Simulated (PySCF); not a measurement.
## H2NbN: breathing scan

Level of theory: PBE0 in PySCF with Nb def2-TZVP with ECP28, N def2-TZVP, H def2-TZVP; scalar-relativistic core potentials, no spin–orbit coupling; density-fitted integrals.

Rigid scan from the singlet minimum (Nb–H 1.779 Å (×2), Nb–N 1.646 Å; H–Nb–H 112.0°, H–Nb–N 100.0° (×2)). Coordinate: all bonds to the central atom scaled together. Energies in kJ/mol from the minimum.

| scale of all bonds to the centre | E (kJ/mol) | dipole size (D) |
| --- | --- | --- |
| 0.88 | 227.1 | 4.39 |
| 0.92 | 91.5 | 4.74 |
| 0.96 | 20.8 | 5.04 |
| 1.00 | 0.0 | 5.28 |
| 1.04 | 17.2 | 5.48 |
| 1.08 | 62.6 | 5.63 |
| 1.14 | 167.2 | 5.80 |
| 1.22 | 345.6 | 5.93 |
| 1.35 | 664.3 | 5.98 |

At long bonds a restricted determinant can lie too high, and another spin state can fall below this curve.

Other isomers or separated fragments may lie lower.
